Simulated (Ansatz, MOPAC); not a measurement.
Reaction (SMILES): F[Si](F)(I)I [difluoro(diiodo)silane] -> F atom + F[Si](I)I (the F-Si bond breaks)

Wanted: bond dissociation energy (enthalpy at 298 K), in kcal/mol. Conventions: STO-3G and 3-21G all-electron and non-relativistic; spin-orbit terms left out; open shells spin-unrestricted; no dispersion term unless named; def2 sets with scalar-relativistic core potentials past Kr. First-principles rows: single points at B3LYP-D3(BJ) geometries (Ansatz, a program for electronic structure), with unscaled harmonic terms from B3LYP/6-31G* (LANL2DZ past Ar) (Ansatz) at its own minima. Semi-empirical rows: MOPAC heats of formation at their own minima for 298 K.

| species | coefficient | E at HF/STO-3G (Ansatz), Eh | E at PBE/def2-TZVPD (Ansatz), Eh | H(298 K) - E, kcal/mol | heat of formation at AM1 (MOPAC), kcal/mol |
|---|---|---|---|---|---|
| F[Si](F)(I)I | -1 | -14183.20256 | -1084.55806 | 9.85 | -165.09 |
| F atom | +1 | -97.98651 | -99.67049 | 1.48 | 18.89 |
| F[Si](I)I | +1 | -14085.10361 | -984.65360 | 6.98 | -70.17 |

 1 Eh = 627.5095 kcal/mol.

**Question.** Work the quantity out at each level.

**Answer.** 
- HF/STO-3G: the sum of coefficient times E is 0.11244 Eh, or 70.56 kcal/mol; the thermal terms add -1.39. Result: 69.2 kcal/mol.
- PBE/def2-TZVPD: the sum of coefficient times E is 0.23397 Eh, or 146.82 kcal/mol; the thermal terms add -1.39. Result: 145.4 kcal/mol.
- AM1: the sum of coefficient times heat of formation is 113.81 kcal/mol; it needs no thermal term.
